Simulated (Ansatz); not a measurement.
A nudged elastic band was laid between two geometries of C$_{2}$H$_{9}$BN$_{2}$ (14 atoms, charge 0, multiplicity 1).

Method: Ansatz, RKS B3LYP-D4/def2-SVP.

* movable images: 9
* climbing image: yes
* spring: 5.0 eV/Å²
* optimiser: quadratic models (default)
* start path: through a guess of the saddle point
* force threshold: 0.2 eV/Å
* iteration limit: 60
* end points: relaxed

First end point:

```xyz
14
Properties=species:S:1:pos:R:3
B -0.189 -0.089 -0.005
N 0.583 -0.204 1.176
C 0.192 -0.882 2.391
N 0.265 0.598 -1.156
C -0.457 0.759 -2.397
H 1.183 1.032 -1.155
H -1.288 -0.601 -0.031
H 1.505 0.220 1.220
H -0.807 -1.322 2.258
H 0.882 -1.704 2.660
H 0.139 -0.200 3.262
H -1.439 0.270 -2.315
H -0.637 1.821 -2.651
H 0.068 0.302 -3.258
```

Last end point:

```xyz
14
Properties=species:S:1:pos:R:3
B -1.514 0.764 -0.194
N 1.345 -0.105 1.246
C 0.711 -1.115 2.080
N -1.009 0.695 -1.327
C -0.453 0.625 -2.618
H 0.927 -0.088 0.316
H -2.002 0.823 0.877
H 1.202 0.828 1.634
H 0.894 -2.116 1.655
H 1.166 -1.110 3.084
H -0.388 -1.016 2.217
H -1.194 0.891 -3.393
H 0.402 1.315 -2.729
H -0.086 -0.392 -2.847
```

Task: What changes between the two ends?

Result: Bonds broken: B1–N2, N4–H6. Bonds formed: N2–H6. C2H9BN2 becomes CH4BN + CH5N.

Task: What energy profile does the band end with?

Result: The run converged. The highest image is number 8 of 0 to 10, 236.9 kJ/mol above the first end and 18.8 kJ/mol above the last; the last end lies 218.1 kJ/mol above the first. The threshold of 0.2 eV/Å is loose, so the images may lie well off the minimum-energy path. The profile has 3 maxima (images 1, 3, 8) with wells between them (images 2, 5): this band takes more than one step, which may be the mechanism or a detour left from its start path. Neighbouring images differ by up to 1.9 eV, so the band resolves the path poorly. The order of the stationary point at the top wasn't checked. The orbitals stay closed-shell, which can raise the energy where a bond breaks towards radicals; this wasn't checked here.

```
image  path coordinate (Å)  energy (kJ/mol)  B1–N2 (Å)  N4–H6 (Å)  N2–H6 (Å)
    0                 0.00              0.0       1.42       1.02       2.71
    1                 3.05              4.8       1.42       1.01       2.71
    2                 6.10              2.8       1.42       1.02       2.70
    3                 9.14             21.0       1.43       1.01       2.69
    4                12.18             20.9       1.42       1.01       2.77
    5                15.21              1.6       1.42       1.01       2.71
    6                18.25            184.4       1.62       2.28       1.03
    7                21.28            187.3       1.62       2.44       1.03
    8                24.31            236.9       3.04       2.91       1.01
    9                27.24            219.9       3.51       2.98       1.02
   10                30.17            218.1       3.32       2.66       1.02
```

Task: What is the geometry of the highest image?

Result: 
```xyz
14
Properties=species:S:1:pos:R:3:forces:R:3
B -1.428 0.226 -0.439 0.08 0.02 0.01
N 0.882 0.251 1.531 -0.04 0.01 0.01
C 0.632 -0.948 2.274 0.01 -0.02 0.01
N -0.865 0.402 -1.535 -0.10 -0.03 -0.03
C -0.298 0.595 -2.807 0.04 0.01 0.02
H 1.151 0.221 0.561 0.00 -0.01 -0.01
H -2.014 0.052 0.567 -0.03 -0.01 -0.01
H 0.709 1.158 1.931 0.02 0.01 0.00
H -0.231 -0.832 2.956 0.00 0.01 0.00
H 0.374 -1.779 1.595 0.01 0.01 0.00
H 1.485 -1.296 2.898 -0.01 0.00 -0.01
H -1.052 0.916 -3.548 0.00 0.00 0.01
H 0.492 1.368 -2.790 0.00 0.00 -0.01
H 0.164 -0.332 -3.194 0.00 0.00 0.01
```

The band took 33 iterations and of the order of 16 core-minutes.

Time of the run: 8.2 min on 2 threads of Intel(R) Xeon(R) 6975P-C (Granite Rapids), with other jobs on the host, peak memory 0.28 GiB.
